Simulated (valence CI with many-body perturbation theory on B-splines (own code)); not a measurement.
## Forbidden lines of Au73+

Computed by configuration interaction combined with many-body perturbation theory (CI+MBPT): four valence electrons over a frozen Dirac-Fock core [He], radial functions for each j: 11 s, 11 p, 9 d, 7 f, 5 g, 2 h, 1 i, with the one-electron correlation potential Σ1, the two-electron term Σ2, the three-electron term Σ3, Breit, model QED; selected CI, second order for the rest (own B-spline code, finite nucleus).

No measured spectrum was set against this ion. As an estimate, large intervals hold to a few tenths of a per cent, small ones and those within an open d or f shell to about a per cent. Among the levels kept, up to 300 cm⁻¹ of a level comes from second order outside the variational space, and about a tenth of that is noise between levels of different J, which matters for small intervals.

Lines 1 to 50 of 66 in falling wavelength, among levels below 1131.6 Ry, chosen from the decays that carry over 1 % of a level's rate. Wavelengths and rates use the calculated energies. Electric multipoles are in the length gauge, E1 and E2 with the static RPA response of the core. S is in atomic units (e²a₀⁴ for E2 and M2, e²a₀⁶ for E3), for M1 in squared Bohr magnetons. Weak lines are less certain than strong ones. Lines between different terms over intervals too small for the method are left out, as are lines whose strength nearly cancels. The highest levels of a list are the least certain.

Levels are named by their leading jj configuration (3d3/2^4 stands for four electrons in 3d with j = 3/2), which in mixed levels can hold well under half, so a name can repeat and another be missing. Letters in brackets count levels of one name in rising energy.

| λ vac (Å) | Upper | Lower | Type | A (s⁻¹) | S (a.u.) |
| --- | --- | --- | --- | --- | --- |
| 6.471 | (2s^2 2p1/2 2p3/2) J=1 | (2s^2 2p1/2^2) J=0 | M1 | 4.25e+10 | 1.28e+00 |
| 6.410 | (2s^2 2p1/2 2p3/2) J=2 | (2s^2 2p1/2^2) J=0 | E2 | 2.98e+08 | 1.44e-05 |
| 6.374 | (2s^2 2p3/2^2) J=2 | (2s^2 2p1/2 2p3/2) J=2 | M1 | 3.31e+10 | 1.59e+00 |
| 6.365 | (2s^2 2p3/2 3d5/2) J=4 | (2s^2 2p1/2 3d5/2) J=3 | M1 | 3.03e+10 | 2.61e+00 |
| 6.315 | (2s^2 2p3/2^2) J=2 | (2s^2 2p1/2 2p3/2) J=1 | M1 | 3.29e+10 | 1.53e+00 |
| 6.100 | (2s^2 2p3/2^2) J=0 | (2s^2 2p1/2 2p3/2) J=1 | M1 | 7.14e+10 | 6.01e-01 |
| 1.212 | (2s 2p1/2^2 3p1/2) J=0 | (2s 2p1/2^2 2p3/2) J=1 | M1 | 1.13e+11 | 7.47e-03 |
| 1.203 | (2s^2 2p3/2 3p1/2) J=2 | (2s^2 2p3/2^2) J=0 | E2 | 8.32e+11 | 9.37e-06 |
| 1.201 | (2s^2 2p1/2 3p1/2) J=1 | (2s^2 2p1/2 2p3/2) J=2 | E2 | 2.19e+12 | 1.46e-05 |
| 1.201 | (2s^2 2p1/2 3p1/2) J=1 | (2s^2 2p1/2 2p3/2) J=2 | M1 | 9.61e+10 | 1.85e-02 |
| 1.201 | (2s 2p1/2^2 3p1/2) J=0 | (2s 2p1/2^2 2p3/2) J=2 | E2 | 4.34e+12 | 9.67e-06 |
| 1.199 | (2s^2 2p1/2 3p1/2) J=1 | (2s^2 2p1/2 2p3/2) J=1 | E2 | 2.19e+12 | 1.45e-05 |
| 1.195 | (2s^2 2p3/2 3p1/2) J=1 | (2s^2 2p3/2^2) J=2 | E2 | 2.21e+12 | 1.45e-05 |
| 1.195 | (2s^2 2p3/2 3p1/2) J=2 | (2s^2 2p3/2^2) J=2 | E2 | 3.05e+12 | 3.32e-05 |
| 1.195 | (2s^2 2p1/2 3p1/2) J=0 | (2s^2 2p1/2 2p3/2) J=2 | E2 | 4.32e+12 | 9.38e-06 |
| 1.193 | (2s^2 2p1/2 3p1/2) J=0 | (2s^2 2p1/2 2p3/2) J=1 | M1 | 1.11e+11 | 6.98e-03 |
| 1.154 | (2s^2 2p3/2 3d5/2) J=4 | (2s 2p1/2 2p3/2^2) J=2 [b] | E2 | 1.87e+10 | 3.07e-07 |
| 1.150 | (2s 2p1/2 2p3/2 3p3/2) J=4 | (2s 2p1/2 2p3/2^2) J=2 [b] | E2 | 1.53e+11 | 2.47e-06 |
| 1.143 | (2s^2 2p3/2 3d5/2) J=4 | (2s 2p1/2 2p3/2^2) J=3 | E2 | 1.38e+11 | 2.17e-06 |
| 1.139 | (2s 2p1/2 2p3/2 3p3/2) J=4 | (2s 2p1/2 2p3/2^2) J=3 | E2 | 1.26e+12 | 1.94e-05 |
| 1.139 | (2s 2p1/2 2p3/2 3p3/2) J=0 [b] | (2s 2p1/2 2p3/2^2) J=2 [b] | E2 | 2.44e+12 | 4.16e-06 |
| 1.139 | (2s 2p1/2 2p3/2 3p3/2) J=3 [a] | (2s 2p1/2 2p3/2^2) J=2 [a] | E2 | 1.37e+12 | 1.64e-05 |
| 1.139 | (2s^2 2p3/2 3p3/2) J=2 | (2s^2 2p3/2^2) J=0 | E2 | 8.85e+11 | 7.56e-06 |
| 1.138 | (2s^2 2p3/2 3d5/2) J=4 | (2s 2p1/2 2p3/2^2) J=2 [a] | E2 | 8.89e+09 | 1.36e-07 |
| 1.138 | (2s 2p1/2 2p3/2 3p3/2) J=1 [d] | (2s 2p1/2 2p3/2^2) J=2 [b] | E2 | 1.39e+12 | 7.07e-06 |
| 1.137 | (2s 2p1/2 2p3/2 3p3/2) J=1 [d] | (2s 2p1/2 2p3/2^2) J=1 [a] | E2 | 1.22e+12 | 6.23e-06 |
| 1.136 | (2s 2p1/2^2 3p3/2) J=2 | (2s 2p1/2^2 2p3/2) J=2 | E2 | 1.49e+12 | 1.26e-05 |
| 1.136 | (2s^2 2p1/2 3p3/2) J=2 | (2s^2 2p1/2 2p3/2) J=2 | E2 | 1.52e+12 | 1.28e-05 |
| 1.136 | (2s^2 2p1/2 3p3/2) J=1 | (2s^2 2p1/2 2p3/2) J=2 | E2 | 1.10e+12 | 5.55e-06 |
| 1.135 | (2s^2 2p3/2 3p3/2) J=3 | (2s^2 2p3/2^2) J=2 | E2 | 1.73e+12 | 2.03e-05 |
| 1.135 | (2s^2 2p3/2 3p3/2) J=1 | (2s^2 2p3/2^2) J=2 | E2 | 1.74e+12 | 8.76e-06 |
| 1.134 | (2s 2p1/2 2p3/2 3p3/2) J=4 | (2s 2p1/2 2p3/2^2) J=2 [a] | E2 | 8.12e+10 | 1.22e-06 |
| 1.134 | (2s^2 2p1/2 3p3/2) J=2 | (2s^2 2p1/2 2p3/2) J=1 | E2 | 6.62e+11 | 5.54e-06 |
| 1.134 | (2s^2 2p1/2 3p3/2) J=1 | (2s^2 2p1/2 2p3/2) J=1 | E2 | 1.10e+12 | 5.50e-06 |
| 1.128 | (2s^2 2p3/2 3p3/2) J=0 | (2s^2 2p3/2^2) J=2 | E2 | 4.45e+12 | 7.26e-06 |
| 1.127 | (2s 2p1/2 2p3/2 3p3/2) J=1 [d] | (2s 2p1/2 2p3/2^2) J=3 | E2 | 7.79e+11 | 3.79e-06 |
| 1.123 | (2s 2p1/2 2p3/2 3p3/2) J=0 [b] | (2s 2p1/2 2p3/2^2) J=2 [a] | E2 | 5.97e+11 | 9.53e-07 |
| 1.116 | (2s 2p1/2 2p3/2 3d5/2) J=5 | (2s 2p1/2 2p3/2^2) J=3 | M2 | 1.36e+11 | 2.31e-06 |
| 1.116 | (2s 2p1/2 2p3/2 3d5/2) J=5 | (2s 2p1/2 2p3/2^2) J=3 | E3 | 7.72e+09 | 5.81e-07 |
| 1.112 | (2s^2 2p3/2 3d5/2) J=4 | (2s^2 2p3/2^2) J=2 | M2 | 1.21e+11 | 1.66e-06 |
| 1.112 | (2s^2 2p3/2 3d5/2) J=4 | (2s^2 2p3/2^2) J=2 | E3 | 9.10e+09 | 5.46e-07 |
| 0.9701 | (2s^2 2p3/2 3d5/2) J=4 | (2s 2p1/2^2 2p3/2) J=2 | E2 | 1.20e+10 | 8.31e-08 |
| 0.9673 | (2s 2p1/2 2p3/2 3p3/2) J=4 | (2s 2p1/2^2 2p3/2) J=2 | E2 | 2.39e+12 | 1.63e-05 |
| 0.9657 | (2s 2p1/2 2p3/2 3p3/2) J=1 [d] | (2s 2p1/2^2 2p3/2) J=1 | E2 | 1.32e+12 | 2.98e-06 |
| 0.9649 | (2s^2 2p1/2 3p3/2) J=2 | (2s^2 2p1/2^2) J=0 | E2 | 2.18e+12 | 8.16e-06 |
| 0.9634 | (2s^2 2p3/2 3p3/2) J=3 | (2s^2 2p1/2 2p3/2) J=2 | E2 | 1.12e+12 | 5.80e-06 |
| 0.9633 | (2s^2 2p3/2 3p3/2) J=1 | (2s^2 2p1/2 2p3/2) J=2 | E2 | 2.37e+12 | 5.27e-06 |
| 0.9620 | (2s^2 2p3/2 3p3/2) J=3 | (2s^2 2p1/2 2p3/2) J=1 | E2 | 1.64e+12 | 8.43e-06 |
| 0.9620 | (2s^2 2p3/2 3p3/2) J=1 | (2s^2 2p1/2 2p3/2) J=1 | E2 | 2.73e+11 | 6.03e-07 |
| 0.9608 | (2s^2 2p3/2 3p3/2) J=2 | (2s^2 2p1/2 2p3/2) J=2 | E2 | 1.91e+12 | 6.97e-06 |
